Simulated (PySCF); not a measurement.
Q: What does the PBE0-D3(BJ)/def2-SVP structure of `CCOS(C)(=O)=O` (ethyl methanesulfonate) look like in three dimensions?

A: 
```xyz
15
C3H8O3S angstrom
C     -2.143   -0.398   -0.045
C     -0.653   -0.587   -0.169
O      0.013    0.538    0.418
S      1.139    1.345   -0.421
C      2.619    0.521    0.107
O      1.140    2.684    0.117
O      0.946    1.096   -1.839
H     -2.433   -0.249    1.005
H     -2.468    0.479   -0.623
H     -2.669   -1.285   -0.429
H     -0.312   -1.488    0.368
H     -0.351   -0.671   -1.224
H      2.578   -0.530   -0.206
H      3.458    1.032   -0.383
H      2.692    0.614    1.197
```

Orientation and origin are arbitrary. Atoms count from 1 in this order. Of the pairs four or more bonds apart, O7···H12 is among the closest relative to their van der Waals radii: 2.28 Å, 84 % of the sum of Bondi's values. The 3 O–S bonds span 1.443 Å (S4=O6, drawn double) to 1.620 Å (O3–S4, drawn single), a spread of 0.177 Å. S4 (sulfonyl sulfur) is distorted tetrahedral (angles from 101.2° to 121.5°).

Bonds between heavy atoms (Å): C1–C2 1.508, C2–O3 1.433, O3–S4 1.620, S4–C5 1.774, S4=O6 1.443, S4=O7 1.453.

Method used: PySCF, PBE0-D3(BJ)/def2-SVP geometry optimisation, gas phase.

Point group: C1 (no symmetry element, even within 0.4 Å). No frequency check. One conformer, not necessarily the lowest (C1–C2–O3–S4 -128°, C2–O3–S4–C5 -93°).
